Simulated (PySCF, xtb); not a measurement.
H2, SMILES [H][H].

GFN2-xTB (xtb) at its own geometry gives an orbital gap of 16.09 eV and a dipole moment of 0.00 D.

Geometry: B3LYP-D3(BJ)/def2-TZVPD.

Question: What does B3LYP/def2-TZVPD in PySCF give? (The exact figures need the calculation; the answer reports its results.)

Answer: gap 12.96 eV (levels -11.80 and 1.16 eV), dipole 0.00 D.
